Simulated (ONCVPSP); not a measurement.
## Cutoff test, Gd (Z = 64), ONCV

```
Element                 : gadolinium
Generator               : ONCVPSP 4.0.1
Type                    : optimised norm-conserving Vanderbilt (ONCV)
Functional              : PBEsol
Relativity              : fully relativistic
Frozen core             : [Kr] 4d10
Valence charge          : 18
Reference configuration : 4f6.5 5s2 5p6 5d1.5 6s2
Partial waves           : 5s+6s: rc 1.90 bohr, ncon 4, nbas 7, qcut 6.8 1/bohr, 2 projectors; 5p: rc 2.40 bohr, ncon 4, nbas 8, qcut 7 1/bohr, 1 projector; 5d: rc 2.90 bohr, ncon 4, nbas 8, qcut 4.5 1/bohr, 2 projectors, debl 0.8 Ha; 4f: rc 0.85 bohr, ncon 4, nbas 8, qcut 20.1 1/bohr, local
Local potential         : the f channel
Core correction         : none
```

Open shells are filled in proportion to 2j + 1.

**Question.** For each optimised wave give the share of its norm inside rc, the residual kinetic energy above qcut (Ha) and the cutoffs (Ha) for errors of 10, 1, 0.1 and 0.01 mHa per electron.

**Answer.**

| wave | norm inside rc | residual KE | 10 mHa | 1 mHa | 0.1 mHa | 0.01 mHa |
| --- | --- | --- | --- | --- | --- | --- |
| 5s | 0.902 | 9.8e-07 | 12.4 | 15.9 | 18.6 | 20.9 |
| 6s | 0.046 | 7.6e-07 | 9.5 | 14.2 | 17.8 | 20.4 |
| 5p j=3/2 | 0.922 | 8.5e-09 | 5.1 | 8.0 | 14.2 | 17.2 |
| 5p j=1/2 | 0.947 | 7.1e-09 | 6.1 | 7.7 | 10.0 | 15.9 |
| 5d j=5/2 | 0.644 | 9.5e-06 | 5.6 | 7.3 | 8.8 | 10.1 |
| d projector 2 j=5/2 | 0.121 | 2.3e-05 | 5.7 | 7.7 | 9.2 | 12.0 |
| 5d j=3/2 | 0.672 | 1.2e-05 | 5.7 | 7.5 | 8.9 | 10.9 |
| d projector 2 j=3/2 | 0.121 | 2.8e-05 | 5.8 | 7.8 | 9.3 | 12.5 |
| 4f j=7/2 | 0.608 | 7.7e-06 | 146.6 | 168.5 | 184.9 | 199.9 |
| 4f j=5/2 | 0.617 | 8.2e-06 | 147.1 | 168.8 | 185.2 | 200.2 |

The occupied waves need 169 Ha and 185 Ha for 1 and 0.1 mHa. Note: ghosts flagged at negative energy: s at -1165.7 eV, s at -12.0 eV, p3/2 at -619.3 eV, d5/2 at -648.4 eV, p1/2 at -574.2 eV and 1 more; no localised positive-energy state flagged. A true bound ghost makes a file unfit for plane-wave use. The potential misses its own reference levels by up to 0.5 eV. 3 of 4 tests not solved or not reliable.
